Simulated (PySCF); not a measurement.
Compound: C8H16FN.
SMILES with atom numbers: `[CH3:1][C:2]([CH3:3])([CH2:4][CH2:5][F:6])[N:7]1[CH2:8][CH2:9][CH2:10]1`

Structure used (GFN2-xTB), in Å, numbered top down from 1:
```xyz
26
C8H16FN angstrom
C      0.0500   -1.5327    1.2568
C      0.5016   -0.5226    0.1838
C      1.1602   -1.2883   -0.9691
C      1.4997    0.4521    0.8364
C      2.0352    1.4967   -0.1321
F      2.6818    2.4923    0.5677
N     -0.5743    0.2700   -0.3794
C     -1.4816    1.0655    0.4450
C     -2.6145    0.7382   -0.5343
C     -1.6822   -0.3297   -1.1171
H     -0.7164   -2.1967    0.8640
H      0.8958   -2.1380    1.5711
H     -0.3465   -1.0227    2.1313
H      1.3627   -0.6187   -1.7995
H      0.5016   -2.0783   -1.3212
H      2.0919   -1.7402   -0.6399
H      2.3303   -0.1086    1.2679
H      0.9952    0.9813    1.6478
H      2.7713    1.0837   -0.8274
H      1.2187    1.9717   -0.6822
H     -1.1868    2.1148    0.5212
H     -1.6618    0.6715    1.4518
H     -3.5400    0.3782   -0.0932
H     -2.8298    1.5449   -1.2291
H     -1.9502   -1.3470   -0.8080
H     -1.5328   -0.3148   -2.1991
```

Probes without a nucleus sit at each ring's centroid and 1 Å off its mean plane on both sides; NICS is minus the shielding there, NICSzz its component along the normal. Level: GIAO PBE0/pcSseg-1 (PySCF, non-relativistic, gas phase) on the GFN2-xTB geometry, one conformer.

Ring bond lengths (Å), with Mayer bond orders in brackets: N7–C8 1.461 (0.95), C8–C9 1.533 (1.03), C9–C10 1.533 (1.03), C10–N7 1.460 (0.95).

**Question.** Give the NICS values of each ring in ppm.

**Answer.** 
```csv
ring,type,NICS(0),"NICS(1), two faces","NICS(1)zz, two faces",rms pucker (Å),"centre to ring atoms, mean (Å)"
N7–C8–C9–C10,4-membered ring with N; formal bonds all single,-3.5,-0.7 / 0.0,4.1 / 2.1,0.09,1.05
```

**Question.** What can be read from them?

**Answer.** 
- N7–C8–C9–C10: mean NICS(1)zz 3.1 ppm, deshielded. C8, C9, C10 have four or more neighbours, and the NICS criterion for π rings isn't applied.

**Question.** At the first NICS(1) probe listed for ring N7–C8–C9–C10, 1 Å off the ring, how large is the induced field along the normal in 9.4 T applied along it?

**Answer.** NICSzz × B0 = 4.1 ppm × 9.4 T = 39 μT, along the applied field.
